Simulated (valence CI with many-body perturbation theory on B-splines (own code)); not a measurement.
Results of a calculation; reference values are marked as such.
# Ho53+ in three bases

Method: valence CI with perturbative core correlation (CI+MBPT): four valence electrons over a frozen Dirac-Fock core [Ne], radial functions for each j: 9 s, 9 p, 8 d, 6 f, 3 g, 1 h, with the one-electron correlation potential Σ1 (screened to all orders), the two-electron term Σ2, the three-electron term Σ3, Breit, model QED; selected single and double excitations, second order for the rest, scaled by the run's own slope (own B-spline code, finite nucleus).

The last digits are not significant, and no measured levels were compared; by estimate large intervals hold to a few tenths of a per cent, small ones and those within an open d or f shell to about a per cent.

The reference run has the lowest level (3s^2 3p1/2^2) J=0 and an ionisation energy of 5137.20 eV. Its largest variational space holds 20000 state functions.

Levels are named by their leading jj configuration (3d3/2^4 stands for four electrons in 3d with j = 3/2), which in mixed levels can hold well under half, so a name can repeat and another be missing.

Changed runs:
A. basis 6 s, 6 p, 5 d, 3 f, 1 g
B. basis 5 s, 5 p, 4 d, 2 f

Excitation energies of the reference run in cm⁻¹, and shifts in cm⁻¹:

| Level | Reference | A | B |
| --- | --- | --- | --- |
| (3s^2 3p1/2 3p3/2) J=1 | 1725600 | -104 | -308 |
| (3s^2 3p1/2 3p3/2) J=2 | 1792980 | +14 | +90 |
| (3s 3p1/2^2 3p3/2) J=2 | 2883730 | -125 | -329 |
| (3s 3p1/2^2 3p3/2) J=1 | 3087130 | +6.5 | +59 |
| (3s^2 3p1/2 3d3/2) J=2 | 3291860 | +188 | +421 |
| (3s^2 3p3/2^2) J=2 | 3568380 | -70 | -158 |
| (3s^2 3p1/2 3d3/2) J=1 | 3592190 | +430 | +1397 |
| (3s^2 3p3/2^2) J=0 | 3714220 | +34 | +179 |
| (3s^2 3p1/2 3d5/2) J=2 | 3832910 | +212 | +545 |
| (3s^2 3p1/2 3d5/2) J=3 | 3839810 | +344 | +955 |
| (3s 3p1/2^2 3d3/2) J=1 | 4477800 | +125 | +250 |
| (3s 3p1/2^2 3d3/2) J=2 | 4527840 | +201 | +539 |
| Ionisation energy (eV) | 5137.20 | -0.032 | -0.11 |
